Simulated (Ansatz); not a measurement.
Geometry optimisation, Ansatz, RKS BHLYP-D4/def2-SVP.

The input (input.yaml):

```yaml
crystal:
  periodic: [false, false, false]
  atoms:
    - { symbol: Si, position_ang: [-0.876599, 0.0, 0.263513] }
    - { symbol: H, position_ang: [1.390341, 0.0, 1.664975] }
    - { symbol: Cl, position_ang: [2.405818, 0.0, 0.810728] }
    - { symbol: Cl, position_ang: [-0.99943, 1.614636, -1.043708] }
    - { symbol: Cl, position_ang: [-0.99943, -1.614636, -1.043708] }
basis:
  gaussian: { orbitals: def2-SVP }
hamiltonian:
  xc: { name: BHLYP }
  dispersion: d4
relax:
  f_tol: 0.03
  max_steps: 50
output:
  orbitals: {}
```

Command:

```bash
$ ansatz run input.yaml --threads 1 --pin off --max-ram 2048MiB --backend cpu --events-out ev --progress --plain --runs-dir out
```

**Question.** Where does it end, and by what steps?

**Answer.** It converged. After 10 steps the energy has fallen by 0.121 eV; H2 moved furthest, 0.58 Å.

```tsv
step	energy less start (eV)	largest force component (eV/Å)	accepted
0	0.0000	1.112	yes
1	-0.0367	0.984	yes
2	-0.0253	1.710	no
3	-0.0521	0.872	yes
4	-0.0725	0.893	yes
5	-0.1115	0.277	yes
6	-0.1161	0.149	yes
7	-0.1193	0.056	yes
8	-0.1193	0.274	yes
9	-0.1208	0.043	yes
10	-0.1214	0.018	yes
```

```xyz
5
Properties=species:S:1:pos:R:3
Si -1.096 0.000 0.210
H 1.884 0.000 1.969
Cl 2.007 0.000 0.694
Cl -0.937 1.615 -1.111
Cl -0.937 -1.615 -1.111
```

Whether the end is a true minimum wasn't checked by a vibrational analysis.

Time of the run: 30 s on 1 thread of Intel(R) Xeon(R) Platinum 8488C (Sapphire Rapids), on a shared host, peak memory 0.18 GiB.
